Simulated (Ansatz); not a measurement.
Total energies of H₄InNS₂ (`[NH2][In]([SH])[SH]`).

```xyz
8

N     1.457   -0.841    1.126
In   -0.007   -0.007    0.028
S    -1.521   -1.420   -1.146
S    -0.299    2.355    0.093
H     2.258   -0.262    1.334
H     1.774   -1.757    0.842
H    -2.269   -0.396   -1.587
H    -1.392    2.327   -0.688
```

Total charge 0; spin multiplicity 1. Correlated methods include outer-core shells of In, which these sets cover unevenly. In: def2 effective core potential. The structure was optimised at the PBE0-D4/def2-TZVP level. It is one conformer, not always the lowest. Basis def2-TZVPP, Ansatz 0.2.0.

RPA on PBE orbitals: Hartree–Fock energy of these orbitals -1041.12408 Eh, correlation -1.34942 Eh (frozen core).

```csv
functional,energy without D4 (Eh),D4 term (kJ/mol)
LDA (SPW92),-1040.28330,–
PBE,-1043.40036,-18.5
revPBE,-1043.69739,-42.7
B97M-V,-1043.59887,–
PBE0,-1043.46766,-16.1
r2SCANh,-1043.77582,-5.0
r2SCAN0,-1043.74556,-5.6
HSE06 (plane-wave form),-1043.44874,-15.5
BHLYP,-1043.69006,-28.4
CAM-B3LYP,-1043.78216,-17.0
LC-ωPBE,-1043.57794,–
ωB97X-V,-1043.64945,–
ωB97M-V,-1043.68878,–
B2PLYP,-1043.29806,–
```

Task: Give the same for BLYP, r2SCAN, B3LYP, PBE-QIDH. (Best estimate.)

Result: Computed: 
```
functional  energy without D4 (Eh)  D4 term (kJ/mol)
      BLYP             -1043.73857             -38.1
    r2SCAN             -1043.79694              -4.5
     B3LYP             -1043.91353             -30.1
  PBE-QIDH             -1043.08640                 –
```

B3LYP takes the VWN-RPA correlation (the form of Gaussian; ORCA's B3LYP/G). HSE06 is the plane-wave form, built on full-range PBE exchange. The double hybrids freeze the cores in their second-order part.

LC-ωPBE has ω = 0.4 bohr⁻¹.
